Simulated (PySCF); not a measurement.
Isomers of C6H11N.

All values: B3LYP/def2-SVPD (PySCF) at GFN2-xTB geometries, gas phase, one conformer each. Core orbitals are frozen in the response; Δα² is half the sum of the squared differences of the principal polarisabilities.

Question: Rank by HOMO–LUMO gap, lowest first.
A. `[H]/[N:7]=[CH:6]\[CH2:5][C:2](=[CH2:1])[CH2:3][CH3:4]` with C1–C2–C3–C4 103°, C1–C2–C5–C6 107°, C2–C5–C6–N7 124°
B. `C1C[C@H]2CC[C@@H]1N2`
C. `[CH2:1]=[CH:2][CH:3]([CH:4]=[CH2:5])[CH2:6][NH2:7]` with C1–C2–C3–C4 132°, C2–C3–C4–C5 -131°, C2–C3–C6–N7 -61°, C3–C6–N7–H -60° and 60°
D. `[CH3:1][CH:2]([CH3:3])[C@@H:4]([CH3:5])[C:6]#[N:7]` with C1–C2–C4–C5 173°

Answer: C (6.03 eV), A (6.28 eV), B (6.80 eV), D (8.94 eV).

Question: Rank by mean static polarisability, lowest first.
A. `[CH3:1][CH:2]([CH3:3])[C@@H:4]([CH3:5])[C:6]#[N:7]` with C1–C2–C4–C5 173°
B. `C1C[C@H]2CC[C@@H]1N2`
C. `[CH2:1]=[CH:2][CH:3]([CH:4]=[CH2:5])[CH2:6][NH2:7]` with C1–C2–C3–C4 132°, C2–C3–C4–C5 -131°, C2–C3–C6–N7 -61°, C3–C6–N7–H -60° and 60°
D. `CN=C1CC(C)C1`

Answer: B (10.77 Å³), A (11.13 Å³), D (11.84 Å³), C (12.42 Å³).

All values together:

```
              SMILES  μ (D)  HOMO (eV)  LUMO (eV)  α (Å³)  Δα (Å³)
        CN=C1CC(C)C1   1.90      -6.50      -0.17   11.84     5.09
C1C[C@H]2CC[C@@H]1N2   1.14      -6.45       0.35   10.77     0.81
         C=CC(C=C)CN   1.01      -6.53      -0.50   12.42     3.57
   CC(C)[C@@H](C)C#N   4.04      -8.90       0.04   11.13     1.46
    [H]/N=C\CC(=C)CC   2.25      -6.97      -0.70   12.06     4.24
```

Conformers: `[CH2:1]=[CH:2][CH:3]([CH:4]=[CH2:5])[CH2:6][NH2:7]` with C1–C2–C3–C4 132°, C2–C3–C4–C5 -131°, C2–C3–C6–N7 -61°, C3–C6–N7–H -60° and 60°; `[CH3:1][CH:2]([CH3:3])[C@@H:4]([CH3:5])[C:6]#[N:7]` with C1–C2–C4–C5 173°; `[H]/[N:7]=[CH:6]\[CH2:5][C:2](=[CH2:1])[CH2:3][CH3:4]` with C1–C2–C3–C4 103°, C1–C2–C5–C6 107°, C2–C5–C6–N7 124°.
